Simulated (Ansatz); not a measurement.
## Abstraction of H: AlH2Br + GeH2I → AlHBr + GeH3I

Species: AlH2Br `[AlH2][Br]`, singlet; GeH2I `[GeH2][I]`, doublet; AlHBr `[AlH][Br]`, doublet; GeH3I `[GeH3][I]`, singlet. A radical takes H: the energy is the difference in strength between the Al–H bond broken and the Ge–H bond made.

Shapes, held fixed at every level: PBE0-D4/def2-TZVP. Programs: Ansatz 0.2.0. The zero-point and thermal change to 298 K, harmonic and unscaled (PBE0-D4/def2-TZVP), is +3.3 kJ/mol.

(1) Estimate ΔH(298 K) of this reaction.

Results:

(1) The highest level, CCSD(T)/def2-TZVPP, gives ΔH(298 K) = +0.7 kJ/mol; the levels span -0.1 to +12.0. That is about zero within the method's error. They disagree on the sign: 7 of 8 are positive. The column of differences is taken from that level and isn't an error. No measured value is set beside it here. Open shells run unrestricted. For atoms past krypton def2 sets carry core potentials with scalar relativity. Relativity is left out for Br, Ge. Outer-core shells of Br, Ge, I are correlated in most correlated rows, in sets that cover them unevenly.

```tsv
level	kind	ΔH(298 K) (kJ/mol)	less CCSD(T)/def2-TZVPP
HF/def2-SVP	Hartree–Fock	+4.5	+3.8
HF/def2-TZVPP	Hartree–Fock	+2.4	+1.7
r2SCAN-D4/def2-TZVPP	meta-GGA	+0.7	0.0
BHLYP-D4/def2-TZVPP	global hybrid	+5.4	+4.7
r2SCAN0-D4/def2-TZVPP	global hybrid	-0.1	-0.8
wB97M-V/def2-TZVPP	range-separated hybrid	+12.0	+11.3
CCSD/def2-TZVPP	coupled cluster or CI	+1.4	+0.7
CCSD(T)/def2-TZVPP	coupled cluster or CI	+0.7	0.0
```
